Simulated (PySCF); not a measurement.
Bond stretch in LiNa, singlet.

Levels: UHF/cc-pVDZ (PySCF); RHF/cc-pVDZ (PySCF); UKS-PBE0 = unrestricted PBE0/cc-pVDZ (PySCF); RKS-PBE0 = restricted PBE0/cc-pVDZ run with PySCF 2.14.0; UKS-B3LYP = unrestricted B3LYP/cc-pVDZ run with PySCF; RKS-B3LYP = PySCF 2.14.0 with restricted B3LYP/cc-pVDZ; UKS-LDA (SVWN5) = unrestricted LDA (SVWN5)/cc-pVDZ run with PySCF; RKS-LDA (SVWN5) = restricted LDA (SVWN5)/cc-pVDZ in PySCF 2.14.0.

Scanned distances (Å): 2.34, 2.51, 2.62, 2.72, 2.83, 2.93, 3.04, 3.07, 3.25, 3.43, 3.65, 3.95, 4.44, 4.85, 5.22, 5.91, 6.39, 7.20, 7.81, 8.79.

Where does the unrestricted solution first break spin symmetry (<S²> of 0.01 or more)?

UHF: already at 2.34 Å; UKS-PBE0: between 3.43 and 3.65 Å; UKS-B3LYP: between 3.65 and 3.95 Å; UKS-LDA (SVWN5): between 3.95 and 4.44 Å.

```tsv
R / Å	<S²> UHF	E(RHF) − E(UHF) / kJ/mol	<S²> UKS-PBE0	E(RKS-PBE0) − E(UKS-PBE0) / kJ/mol	<S²> UKS-B3LYP	E(RKS-B3LYP) − E(UKS-B3LYP) / kJ/mol	<S²> UKS-LDA (SVWN5)	E(RKS-LDA (SVWN5)) − E(UKS-LDA (SVWN5)) / kJ/mol
2.34	0.34	4.2	0.00	0.0	0.00	0.0	0.00	0.0
2.51	0.28	2.6	0.00	0.0	0.00	0.0	0.00	0.0
2.62	0.24	1.9	0.00	0.0	0.00	0.0	0.00	0.0
2.72	0.27	2.2	0.00	0.0	0.00	0.0	0.00	0.0
2.83	0.32	3.3	0.00	0.0	0.00	0.0	0.00	0.0
2.93	0.37	4.6	0.00	0.0	0.00	0.0	0.00	0.0
3.04	0.43	6.4	0.00	0.0	0.00	0.0	0.00	0.0
3.07	0.44	7.0	0.00	0.0	0.00	0.0	0.00	0.0
3.25	0.53	10.9	0.00	0.0	0.00	0.0	0.00	0.0
3.43	0.61	15.9	0.00	0.0	0.00	0.0	0.00	0.0
3.65	0.69	23.2	0.16	0.6	0.00	0.0	0.00	0.0
3.95	0.78	34.9	0.36	3.0	0.05	0.0	0.00	0.0
4.44	0.88	56.6	0.62	10.4	0.51	4.0	0.30	1.5
4.85	0.93	75.4	0.78	18.8	0.73	10.7	0.53	5.1
5.22	0.96	91.9	0.87	27.2	0.84	17.8	0.69	9.5
5.91	0.99	119.7	0.96	42.9	0.95	30.8	0.88	18.7
6.39	0.99	136.4	0.98	52.6	0.98	38.5	0.94	24.6
7.20	1.00	159.5	1.00	65.4	0.99	48.4	0.98	32.2
7.81	1.00	173.4	1.00	72.1	1.00	53.5	0.99	36.1
8.79	1.00	190.6	1.00	79.1	1.00	59.0	1.00	39.7
```
